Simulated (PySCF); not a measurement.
All values below come from TPSSh-D3(BJ)/def2-TZVP // B3LYP-D3(BJ)/def2-TZVP (PySCF 2.14.0). All species are isolated molecules in the gas phase. One relaxed conformer stands for a flexible species; it need not be the lowest. Excitations are Tamm–Dancoff values on a coarser integration grid. The basis has no diffuse functions, so Rydberg states are missing or too high.

Reference species (SMILES): `C/[SiH]=[SiH]/O` (Si–Si–O–H torsion 129°) (neutral, multiplicity 1).

| Item | Value |
|---|---|
| brightest of the four lowest singlets (TDA) | 4.25 eV |
| S1–T1 gap (TDA) | 2.31 eV |
| S1 excitation (TDA) | 3.79 eV |
| HOMO–LUMO gap | 3.05 eV |

Changed species: `OC1[SiH2][SiH2]1` (H–O–C–Si torsion 63°).

Task: Give the shifts of the brightest of the four lowest singlets (TDA), S1–T1 gap (TDA), S1 excitation (TDA) and HOMO–LUMO gap.

Result: the brightest of the four lowest singlets (TDA) increases by 1.03 eV, to 5.28 eV; the S1–T1 gap (TDA) drops by 1.52 eV, to 0.79 eV; the S1 excitation (TDA) increases by 1.18 eV, to 4.97 eV; the HOMO–LUMO gap rises by 2.32 eV, to 5.37 eV.
